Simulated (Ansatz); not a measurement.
A run for Ansatz (a first-principles code): R-SVWN5/def2-TZVPP on C2H8Si (SMILES C[SiH2]C).

Ansatz 0.2 input:
```yaml
crystal:
  periodic: [false, false, false]
  atoms:
    - {symbol: C, position_ang: [1.56154236, -0.22266702, 0.13484911]}
    - {symbol: Si, position_ang: [-0.05244238, 0.72985707, 0.03285910]}
    - {symbol: C, position_ang: [-1.51463670, -0.43023400, -0.16417146]}
    - {symbol: H, position_ang: [2.41210352, 0.45233082, 0.24686087]}
    - {symbol: H, position_ang: [1.72099646, -0.81665136, -0.76773728]}
    - {symbol: H, position_ang: [1.55873325, -0.90366191, 0.98874255]}
    - {symbol: H, position_ang: [-0.00371104, 1.66712943, -1.11961290]}
    - {symbol: H, position_ang: [-0.22701038, 1.54406326, 1.26398252]}
    - {symbol: H, position_ang: [-1.41833409, -1.02729641, -1.07364681]}
    - {symbol: H, position_ang: [-1.58407270, -1.11683828, 0.68238033]}
    - {symbol: H, position_ang: [-2.45316829, 0.12396841, -0.22450602]}
basis:
  gaussian:
    orbitals: def2-TZVPP
hamiltonian:
  xc: {name: SVWN5}
scf: {lower_state_search: off}
```

Problem. Give the final energy of this run.

Solution. -368.6174 hartree.
